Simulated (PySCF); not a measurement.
From one molecule to another.

First species: C₆H₇N.
Atom-mapped SMILES: `[CH2:1]=[C:2]1[CH2:3][CH2:4][C@H:5]1[C:6]#[N:7]` (hydrogens: H8, H9 on C1; H10, H11 on C3; H12, H13 on C4; H14 on C5)

Geometry (GFN2-xTB, Å), atoms numbered from 1 in this order:
```xyz
14
C6H7N angstrom
C      1.9836   -0.2997    0.2978
C      0.6782   -0.2904    0.1416
C     -0.4822   -0.9329    0.8492
C     -1.4428   -0.2111   -0.1133
C     -0.2310    0.4184   -0.8467
C     -0.1619    1.8505   -0.7891
N     -0.1140    2.9909   -0.7129
H      2.6353    0.2693   -0.3434
H      2.4515   -0.8765    1.0776
H     -0.4991   -2.0203    0.7816
H     -0.5807   -0.6488    1.8962
H     -2.0422   -0.8667   -0.7408
H     -2.0919    0.5204    0.3641
H     -0.1033    0.0961   -1.8839
```

Second species: C₈H₁₅N.
InChI=1S/C8H15N/c1-7(6-9-5)8(2,3)4/h6H,1H2,2-5H3/b9-6-

Levels: PBE0/pcSseg-1 for dipole moment, HOMO energy, LUMO energy and HOMO–LUMO gap; GFN2-xTB for rotational constant A and rotational constant C. Geometries: GFN2-xTB. Each species is one conformer at its optimised geometry, gas phase, non-relativistic unless stated; the electronic structure was computed with PySCF and density fitting.

Dipoles, sizes and rotational constants follow the conformer. The torsions of the flexible species, by atom-mapped SMILES:
- `[CH2:1]=[C:2](/[CH:3]=[N:4]\[CH3:5])[C:6]([CH3:7])([CH3:8])[CH3:9]`: C1–C2–C3–N4 57°, C1–C2–C6–C7 107°

| property | column X | column Y |
| --- | --- | --- |
| dipole moment | 4.20 D | 1.99 D |
| HOMO energy | -7.81 eV | -6.75 eV |
| LUMO energy | -0.45 eV | -0.47 eV |
| HOMO–LUMO gap | 7.36 eV | 6.28 eV |
| rotational constant A | 4.237 GHz | 2.609 GHz |
| rotational constant C | 1.718 GHz | 1.007 GHz |

Problem. Which column belongs to which species?

Solution. Column X is the first species and column Y the second. The first has 14 atoms and 50 electrons, the second 24 and 70.

Problem. How does each property change from the first species to the second?

Solution. dipole moment -2.21 D; HOMO energy +1.06 eV; LUMO energy -0.02 eV; HOMO–LUMO gap -1.08 eV; rotational constant A -1.628 GHz; rotational constant C -0.711 GHz.

On the first: The dipole matches unit charges of opposite sign 0.87 Å apart (1 e·Å = 4.8032 D).

On the second: In atomic units the dipole is 0.78 e·bohr (1 au = 2.5417 D).
